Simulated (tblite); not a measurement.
Species: C₅H₆O₅.
SMILES with atom numbers: `[CH3:1][C:2](=[O:3])[O:4][C@@H:5]1[CH2:6][O:7][C:8](=[O:9])[O:10]1` (hydrogens: H11, H12, H13 on C1; H14 on C5; H15, H16 on C6)

Computed with GFN2-xTB (tblite), gas phase: Langevin dynamics at 300 K from the optimised GFN2-xTB geometry, time step 0.5 fs, friction 0.01 fs⁻¹, 2000 steps. Over the second half of the run the saved frames average 281 K.

The optimised geometry, where the run starts:
```
atom  x, y, z in Å
C1      2.794    0.485   -0.111
C2      1.667   -0.208    0.586
O3      1.748   -0.940    1.527
O4      0.482    0.094   -0.018
C5     -0.699   -0.377    0.582
C6     -1.677   -0.882   -0.498
O7     -2.684    0.104   -0.524
C8     -2.492    1.004    0.453
O9     -3.195    1.927    0.674
O10    -1.386    0.691    1.173
H11     3.732   -0.008    0.126
H12     2.620    0.500   -1.182
H13     2.835    1.514    0.243
H14    -0.440   -1.114    1.353
H15    -2.120   -1.849   -0.242
H16    -1.192   -0.932   -1.475
```

t = 250 fs, T = 257 K, E(pot) 0.362 eV above the start
```
atom  x, y, z in Å  |  force x, y, z in eV/Å
C1      2.520    0.171    0.085   -2.675   1.105  -0.590
C2      1.289   -0.254    0.908    0.227  -0.302   0.803
O3      1.322   -0.550    2.081   -0.222   0.209  -1.365
O4      0.139   -0.252    0.160    0.363   0.119  -0.547
C5     -1.113   -0.559    0.743    0.559  -0.653   0.273
C6     -2.154   -1.126   -0.266    1.746  -1.344  -1.260
O7     -3.059   -0.112   -0.425   -1.057   0.383  -0.636
C8     -2.814    0.870    0.417    0.174   1.225   0.694
O9     -3.398    1.891    0.549   -0.400  -0.201  -0.356
O10    -1.738    0.591    1.182    0.290   0.090   0.355
H11     2.136    0.598   -0.895    0.658  -0.883   0.955
H12     2.907    1.009    0.637    0.587   0.117   0.215
H13     3.203   -0.636   -0.003    0.447  -0.374  -0.161
H14    -0.875   -1.209    1.601   -0.333  -0.066   0.039
H15    -2.633   -2.040    0.059   -0.296  -0.201   0.639
H16    -1.719   -1.436   -1.273   -0.067   0.777   0.941
```

t = 300 fs, T = 356 K, E(pot) 0.369 eV above the start
```
atom  x, y, z in Å  |  force x, y, z in eV/Å
C1      2.333    0.160    0.096    0.100  -1.269   0.226
C2      1.178   -0.241    0.943   -1.123   0.968  -2.401
O3      1.171   -0.626    2.036    0.775  -1.143   3.587
O4     -0.002   -0.181    0.266   -0.269   0.097  -0.826
C5     -1.212   -0.525    0.930    0.642  -0.078  -1.663
C6     -2.126   -1.142   -0.176   -0.900   0.766   1.318
O7     -3.111   -0.136   -0.339    0.423  -0.015  -0.303
C8     -2.892    0.870    0.517   -0.499   0.164  -0.361
O9     -3.579    1.823    0.587   -0.410   0.618   0.048
O10    -1.830    0.660    1.297    0.139  -0.672   0.527
H11     2.032    0.465   -0.892   -0.073   0.013  -0.173
H12     2.849    0.956    0.609    0.443  -0.080  -0.001
H13     2.891   -0.815    0.071    0.147   1.200  -0.200
H14    -1.007   -1.223    1.723    0.081   0.007   0.750
H15    -2.679   -2.011    0.126   -0.041  -0.734   0.452
H16    -1.597   -1.366   -1.066    0.566   0.157  -0.979
```

t = 325 fs, T = 231 K, E(pot) 0.527 eV above the start
```
atom  x, y, z in Å  |  force x, y, z in eV/Å
C1      2.154    0.148    0.072    0.524  -0.604  -1.959
C2      1.077   -0.253    0.964   -1.111  -0.515   0.521
O3      1.122   -0.692    2.090   -0.074   0.483  -1.368
O4     -0.093   -0.048    0.253    0.298  -0.651   1.352
C5     -1.243   -0.463    0.964    0.730  -1.533  -0.738
C6     -2.148   -1.173   -0.076   -0.692   1.460  -0.370
O7     -3.185   -0.146   -0.222    0.683  -1.362  -0.666
C8     -2.946    0.860    0.601   -2.404   2.025  -0.314
O9     -3.638    1.847    0.666    0.923  -1.248  -0.146
O10    -1.924    0.625    1.388    0.457   0.670   1.365
H11     1.730    0.391   -0.991    0.966  -0.476   1.989
H12     2.547    1.010    0.548    0.768   0.932  -0.021
H13     2.925   -0.656    0.065   -0.422   0.710  -0.248
H14    -0.901   -1.092    1.809   -0.264   0.170  -0.080
H15    -2.652   -2.092    0.225    0.251   0.021   0.034
H16    -1.576   -1.264   -1.034   -0.634  -0.083   0.647
```

t = 400 fs, T = 270 K, E(pot) 0.439 eV above the start
```
atom  x, y, z in Å  |  force x, y, z in eV/Å
C1      2.065    0.310    0.175   -0.964  -0.663   0.925
C2      0.945   -0.202    1.113    0.873  -0.728   0.416
O3      1.089   -0.801    2.151    0.230   0.563  -0.447
O4     -0.249   -0.082    0.532   -1.323  -0.252  -0.710
C5     -1.445   -0.654    1.151    0.455   1.881   0.078
C6     -2.412   -1.196    0.102   -0.509   1.367   1.060
O7     -3.299   -0.101   -0.102   -0.614  -0.351  -0.858
C8     -3.191    0.799    0.848    1.590  -1.131   0.476
O9     -3.817    1.759    1.012   -1.448   1.777   0.058
O10    -2.172    0.441    1.674    0.634  -0.407   0.620
H11     1.646    0.212   -0.813    0.203   0.123  -0.361
H12     2.354    1.331    0.373   -0.145   0.150   0.124
H13     2.927   -0.335    0.329   -0.038   0.049  -0.088
H14    -1.095   -1.264    1.962   -0.026  -0.597   0.432
H15    -3.053   -1.995    0.416    0.171  -0.870   0.155
H16    -1.900   -1.278   -0.793    0.912  -0.912  -1.882
```

t = 925 fs
```
atom  x, y, z in Å
C1      2.257    0.662    1.129
C2      1.003    0.094    1.783
O3      0.983   -0.473    2.862
O4     -0.041   -0.004    0.917
C5     -1.273   -0.527    1.459
C6     -2.230   -1.031    0.393
O7     -3.168    0.004    0.150
C8     -3.053    0.932    1.062
O9     -3.675    1.927    1.182
O10    -2.023    0.519    2.021
H11     1.909    1.224    0.231
H12     2.623    1.344    1.916
H13     2.950   -0.067    0.826
H14    -0.952   -1.206    2.242
H15    -2.733   -1.904    0.683
H16    -1.681   -1.331   -0.551
```

**Question.** Estimate the potential energy and the forces of this last frame.

**Answer.** 0.548 eV above the start.

```tsv
atom	Fx (eV/Å)	Fy (eV/Å)	Fz (eV/Å)
C1	-2.328	1.925	0.389
C2	0.583	-2.364	0.525
O3	0.007	1.208	-1.109
O4	-0.556	0.361	0.000
C5	0.030	1.398	0.173
C6	1.415	-0.167	-2.014
O7	0.580	-0.490	-0.211
C8	1.116	0.066	1.829
O9	0.274	-0.322	-0.009
O10	-0.950	0.605	-1.247
H11	0.452	-0.227	0.651
H12	0.382	-0.270	-0.666
H13	0.679	-0.849	0.051
H14	-0.313	-0.393	0.245
H15	-0.921	-1.213	0.744
H16	-0.452	0.732	0.651
```

The bond farthest from its length at the start is C8–O10 (1.467 against 1.356 Å), and half the difference of its two atoms' forces along it is -1.81 eV/Å (positive lengthens). The largest atomic force is 3.05 eV/Å.

What follows is the cost of the whole dynamics run. On one thread of an AMD EPYC 7R13, shared host, this took 12 s wall and 0.19 GiB of memory at its peak.
